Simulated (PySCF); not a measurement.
**PrH3, valence singlet (4f shell in the core): molecular constants**

All numbers come from PySCF, PBE0, basis Pr lcecp-1-TZVP with ECP48, H def2-TZVP (scalar-relativistic core potentials, no spin–orbit coupling, density fitting).

The structure is a saddle point with 1 imaginary mode.

Coordinates in bohr (charge 0 multiplicity 1):
```
Pr    0.0000    0.0000    0.0000
H     3.9497    0.0000    0.0000
H    -1.9749    3.4206    0.0000
H    -1.9748   -3.4206    0.0000
```

| Item | Value |
| --- | --- |
| Point group | D3h |
| Bond lengths | Pr–H 2.090 Å (×3) |
| Bond angles | H–Pr–H 120.0° (×3) |
| Principal quadrupole moments (Buckingham, traceless) about the centre of mass | -9.85, -9.85, 19.70 D Å |
| Dipole moment | 0.00 D |
| Rotational constants | 2.553, 2.553, 1.276 cm⁻¹ |
| Zero-point energy (real modes) | 32.0 kJ/mol |
| Lowest empty level | -2.14 eV |
| Principal polarisabilities | 35.7, 64.2, 64.2 bohr³ |
| Highest occupied level | -6.70 eV |

Harmonic modes (masses in u: Pr 140.908, H 1.008):
```tsv
symmetry	ω (cm⁻¹)	IR (km/mol, summed over degenerate members)	type
a2''	267i	–	bend
e'	604	209	bend
e'	1360	2242	stretch
a1'	1425	0.0	stretch
```

In D3h the vibrations span a2'' + 2e' + a1'. The a1' mode carries no infrared intensity, as symmetry demands.

Charges (e):
| atom | Mulliken | Löwdin | polar tensor | Mayer order to Pr1 |
| --- | --- | --- | --- | --- |
| Pr1 | 0.89 | 0.64 | 1.74 | – |
| H2,3,4 | -0.30 | -0.21 | -0.58 | 0.90 |

Mulliken populations on Pr1 (electrons outside its core potential): s 2.45, p 6.31, d 1.32, f 0.04.

Other isomers or separated fragments may lie lower. At this level a valence singlet (4f shell in the core) minimum of C3v symmetry lies 7 kJ/mol below this structure. The 4f shell sits in the core potential, so its spin is not counted.

The final relaxation and frequency run took roughly 80 core-seconds on a shared host.
